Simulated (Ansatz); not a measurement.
Reaction (formal exchange of groups at a C–C bond): `CBCCO` + CH₄ → `CBCC` + CH₃OH

Gas-phase electronic energies from Ansatz, PBE0-D4/def2-TZVP geometries. CBS: MP2 limit from def2 TZ/QZ plus the TZ coupled-cluster correction, frozen cores. This one scheme is used for every species. Functionals use def2-TZVPP. B3LYP here is the variant with VWN-RPA as its local correlation; programs differ in this. HSE06 is defined as in plane-wave codes. Each species was taken in one conformer, which may not be the lowest.

```json
{"level": "LDA (SPW92)", "ΔE (kJ/mol)": "27.3", "difference from CCSD(T)/CBS": "4.3"}
{"level": "PBE-D4", "ΔE (kJ/mol)": "23.5", "difference from CCSD(T)/CBS": "0.5"}
{"level": "revPBE-D4", "ΔE (kJ/mol)": "22.6", "difference from CCSD(T)/CBS": "-0.4"}
{"level": "BLYP-D4", "ΔE (kJ/mol)": "23.0", "difference from CCSD(T)/CBS": "0.0"}
{"level": "B97M-V", "ΔE (kJ/mol)": "25.3", "difference from CCSD(T)/CBS": "2.3"}
{"level": "PBE0-D4", "ΔE (kJ/mol)": "22.6", "difference from CCSD(T)/CBS": "-0.4"}
{"level": "B3LYP-D4", "ΔE (kJ/mol)": "22.5", "difference from CCSD(T)/CBS": "-0.5"}
{"level": "r2SCANh-D4", "ΔE (kJ/mol)": "25.0", "difference from CCSD(T)/CBS": "2.0"}
{"level": "r2SCAN0-D4", "ΔE (kJ/mol)": "24.3", "difference from CCSD(T)/CBS": "1.3"}
{"level": "HSE06-D4", "ΔE (kJ/mol)": "22.5", "difference from CCSD(T)/CBS": "-0.5"}
{"level": "BHLYP-D4", "ΔE (kJ/mol)": "22.1", "difference from CCSD(T)/CBS": "-0.9"}
{"level": "CAM-B3LYP-D4", "ΔE (kJ/mol)": "23.5", "difference from CCSD(T)/CBS": "0.5"}
{"level": "ωB97X-V", "ΔE (kJ/mol)": "23.1", "difference from CCSD(T)/CBS": "0.1"}
{"level": "ωB97M-V", "ΔE (kJ/mol)": "23.9", "difference from CCSD(T)/CBS": "0.9"}
{"level": "B2PLYP", "ΔE (kJ/mol)": "22.4", "difference from CCSD(T)/CBS": "-0.6"}
{"level": "PBE-QIDH", "ΔE (kJ/mol)": "22.6", "difference from CCSD(T)/CBS": "-0.4"}
{"level": "PBE", "ΔE (kJ/mol)": "22.5", "difference from CCSD(T)/CBS": "-0.5"}
{"level": "revPBE", "ΔE (kJ/mol)": "20.4", "difference from CCSD(T)/CBS": "-2.6"}
{"level": "BLYP", "ΔE (kJ/mol)": "21.2", "difference from CCSD(T)/CBS": "-1.8"}
{"level": "r2SCAN", "ΔE (kJ/mol)": "25.2", "difference from CCSD(T)/CBS": "2.2"}
{"level": "B3LYP", "ΔE (kJ/mol)": "21.1", "difference from CCSD(T)/CBS": "-1.9"}
{"level": "r2SCANh", "ΔE (kJ/mol)": "24.6", "difference from CCSD(T)/CBS": "1.6"}
{"level": "r2SCAN0", "ΔE (kJ/mol)": "23.8", "difference from CCSD(T)/CBS": "0.8"}
{"level": "HSE06", "ΔE (kJ/mol)": "21.7", "difference from CCSD(T)/CBS": "-1.3"}
{"level": "BHLYP", "ΔE (kJ/mol)": "20.9", "difference from CCSD(T)/CBS": "-2.1"}
{"level": "CAM-B3LYP", "ΔE (kJ/mol)": "22.5", "difference from CCSD(T)/CBS": "-0.5"}
{"level": "LC-ωPBE", "ΔE (kJ/mol)": "21.9", "difference from CCSD(T)/CBS": "-1.1"}
{"level": "RPA@PBE/def2-TZVPP", "ΔE (kJ/mol)": "21.2", "difference from CCSD(T)/CBS": "-1.8"}
{"level": "HF/def2-SVP", "ΔE (kJ/mol)": "19.3", "difference from CCSD(T)/CBS": "-3.7"}
{"level": "MP2/def2-SVP", "ΔE (kJ/mol)": "24.2", "difference from CCSD(T)/CBS": "1.2"}
{"level": "CCSD/def2-SVP", "ΔE (kJ/mol)": "22.2", "difference from CCSD(T)/CBS": "-0.8"}
{"level": "CCSD(T)/def2-SVP", "ΔE (kJ/mol)": "23.2", "difference from CCSD(T)/CBS": "0.2"}
{"level": "MP2/def2-TZVPP", "ΔE (kJ/mol)": "23.9", "difference from CCSD(T)/CBS": "0.9"}
{"level": "SCS-MP2/def2-TZVPP", "ΔE (kJ/mol)": "21.9", "difference from CCSD(T)/CBS": "-1.1"}
{"level": "CCSD(T)/def2-TZVPP", "ΔE (kJ/mol)": "23.3", "difference from CCSD(T)/CBS": "0.3"}
{"level": "HF/def2-QZVPP", "ΔE (kJ/mol)": "18.1", "difference from CCSD(T)/CBS": "-4.9"}
{"level": "MP2/def2-QZVPP", "ΔE (kJ/mol)": "23.6", "difference from CCSD(T)/CBS": "0.6"}
{"level": "SCS-MP2/def2-QZVPP", "ΔE (kJ/mol)": "21.6", "difference from CCSD(T)/CBS": "-1.4"}
{"level": "HF/CBS(def2)", "ΔE (kJ/mol)": "18.0", "difference from CCSD(T)/CBS": "-5.0"}
{"level": "CCSD/CBS(def2)", "ΔE (kJ/mol)": "21.8", "difference from CCSD(T)/CBS": "-1.2"}
{"level": "CCSD(T)/CBS", "ΔE (kJ/mol)": "23.0", "difference from CCSD(T)/CBS": "0"}
```

Largest T1 diagnostic among the species: 0.010.

In def2-TZVPP, CCSD(T) changes the Hartree–Fock value by +4.9 kJ/mol (the triples alone add +1.2 kJ/mol) and MP2 by +5.5 kJ/mol. Leaving LDA and LC-ωPBE aside and taking each functional with its dispersion term where it has one, the values, not all of them listed here, spread over 3.5 kJ/mol, from BHLYP-D4 to r2SCAN-D4. LDA lies +4.8 kJ/mol from PBE without D4.
